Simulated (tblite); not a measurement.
Species: C₄H₄N₂S.
Z-matrix (Å and degrees, GFN2-xTB geometry), rows numbered from 1:
```
C 
C   1  1.3292
C   2  1.4391  1  122.66
N   3  1.2917  2  125.97  1     0.04
N   4  1.3170  3  114.47  2   179.98
C   5  1.2832  4  113.79  3    -0.04
S   6  1.7337  5  114.20  4     0.03
H   1  1.0758  2  121.53  3   179.99
H   1  1.0761  2  120.69  3    -0.01
H   2  1.0809  1  121.68  3  -179.97
H   6  1.0708  5  123.82  4  -179.99
```

Computed with GFN2-xTB (tblite): harmonic, unscaled wavenumbers at the GFN2-xTB geometry, gas phase. The method is semi-empirical: single wavenumbers can be off by several per cent or more. One conformer, not necessarily the lowest.

Harmonic wavenumbers (cm⁻¹): 86.1, 187.5, 221.6, 383.2, 464.2, 572.0, 602.1, 685.0, 694.8, 743.5, 784.4, 878.5, 898.4, 1006.6, 1020.8, 1087.8, 1103.5, 1230.9, 1290.1, 1375.9, 1451.5, 1507.7, 1651.7, 3077.5, 3116.0, 3152.8, 3173.0.

A = 5124, B = 1898, C = 1385 MHz; mass 112.010 u (most abundant isotopes); point group Cs, symmetry number 1.

Question: What is the zero-point energy?

Answer: ½Σν̃ = 16224 cm⁻¹ = 46.39 kcal/mol.

Question: Give the ideal-gas entropy at 273.15 K and 1 bar in the rigid-rotor, harmonic-oscillator model (classical rotation).

Answer: Translation 39.65, rotation 27.31, vibration 11.11: S = 78.1 cal/(mol K).

Question: And Cp and H(273.15 K) − H(0)?

Answer: Cp = 22.95 cal/(mol K), of which vibrations give 15.00 (their classical limit is 27 R = 53.7); H(273.15 K) − H(0) = 3.96 kcal/mol without the zero-point energy, 1.79 from vibrations.

Question: Which modes carry the vibrational entropy at 273.15 K?

Answer: 86.1 cm⁻¹: 3.58; 187.5 cm⁻¹: 2.09; 221.6 cm⁻¹: 1.79; 383.2 cm⁻¹: 0.90; 464.2 cm⁻¹: 0.64; 572.0 cm⁻¹: 0.41 cal/(mol K); the other 21 give 1.71 together.

Question: What must be added to the electronic energy to get the Gibbs energy at 273.15 K and 1 bar?

Answer: ZPE + [H(273.15 K) − H(0)] − T·S = 46.39 + 3.96 − 21.32 = 29.03 kcal/mol.

Question: How do the functions run with temperature in this model?

Answer: 
```json
{"T (K)": "150", "S (cal/(mol K))": "67.0", "Cp (cal/(mol K))": "14.9", "H − H(0) (kcal/mol)": "1.64", "G − H(0) (kcal/mol)": "-8.41", "ln q(vib)": "0.93"}
{"T (K)": "250", "S (cal/(mol K))": "76.1", "Cp (cal/(mol K))": "21.4", "H − H(0) (kcal/mol)": "3.44", "G − H(0) (kcal/mol)": "-15.58", "ln q(vib)": "2.03"}
{"T (K)": "298.15", "S (cal/(mol K))": "80.2", "Cp (cal/(mol K))": "24.6", "H − H(0) (kcal/mol)": "4.55", "G − H(0) (kcal/mol)": "-19.35", "ln q(vib)": "2.61"}
{"T (K)": "400", "S (cal/(mol K))": "88.3", "Cp (cal/(mol K))": "30.9", "H − H(0) (kcal/mol)": "7.39", "G − H(0) (kcal/mol)": "-27.93", "ln q(vib)": "3.92"}
{"T (K)": "600", "S (cal/(mol K))": "102.7", "Cp (cal/(mol K))": "39.8", "H − H(0) (kcal/mol)": "14.54", "G − H(0) (kcal/mol)": "-47.06", "ln q(vib)": "6.63"}
{"T (K)": "900", "S (cal/(mol K))": "120.4", "Cp (cal/(mol K))": "47.4", "H − H(0) (kcal/mol)": "27.74", "G − H(0) (kcal/mol)": "-80.62", "ln q(vib)": "10.62"}
```

q(vib) and H(0) count from the zero-point level.

Question: Blend soft modes into free rotors: weight 1/[1 + (100 cm⁻¹/ν̃)⁴] for the oscillator and the rest for a rotor with moment μB/(μ + B), μ = h/(8π²ν), B = 10⁻⁴⁴ kg m². What vibrational entropy results?

Answer: 10.71 cal/(mol K) in place of 11.11, which changes −T·S at 273.15 K by +0.11 kcal/mol.

Hindered rotation and anharmonicity are outside this model. Other conformers, if any are populated, would add a mixing term that is left out.

The run took 0.29 s on Intel Xeon Platinum 8375C at 2.90 GHz, one thread, no GPU (shared host). The figure is for the frequency step alone.
